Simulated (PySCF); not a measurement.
**Ionisation energy of O⁺ by level of theory**

O⁺ [He] 2s2 2p3 (4S) → O²⁺ [He] 2s2 2p2 (3P), as a difference of total energies. All numbers are calculated (PySCF 2.14, the spin-free X2C one-electron Hamiltonian (Gaussian nucleus), in aug-cc-pCVTZ-DK with one added diffuse shell each of s, p, d, f type (8s7p5d3f, 75 functions)). Correlated levels: valence: 1s2 frozen; valence and next inner shell: nothing frozen. The calculations carry no spin-orbit coupling.

```json
{"method": "UHF", "ionisation energy (eV)": "34.550"}
{"method": "LDA", "ionisation energy (eV)": "35.562"}
{"method": "PBE", "ionisation energy (eV)": "35.264"}
{"method": "PBE0", "ionisation energy (eV)": "35.295"}
{"method": "r2SCAN", "ionisation energy (eV)": "35.460"}
{"method": "CAM-B3LYP", "ionisation energy (eV)": "35.297"}
{"method": "TPSSh", "ionisation energy (eV)": "35.259"}
{"method": "wB97X-V", "ionisation energy (eV)": "35.010"}
{"method": "B97-3", "ionisation energy (eV)": "35.170"}
{"method": "MP2 (valence)", "ionisation energy (eV)": "35.188"}
{"method": "SCS-MP2 (valence)", "ionisation energy (eV)": "34.927"}
{"method": "MP2 (valence and next inner shell)", "ionisation energy (eV)": "35.224"}
{"method": "SCS-MP2 (valence and next inner shell)", "ionisation energy (eV)": "34.953"}
```

How much does correlation contribute at MP2 (valence and next inner shell)?

35.224 − (34.550) = 0.674 eV, measured against UHF.

A first-order spin-orbit estimate (lowest level to lowest level, LS coupling) adds -0.027 eV.

Errors of the correlated levels include the incompleteness of this basis and the frozen core.

For comparison: 35.121 eV (measured; NIST Atomic Spectra Database, ionization energies).
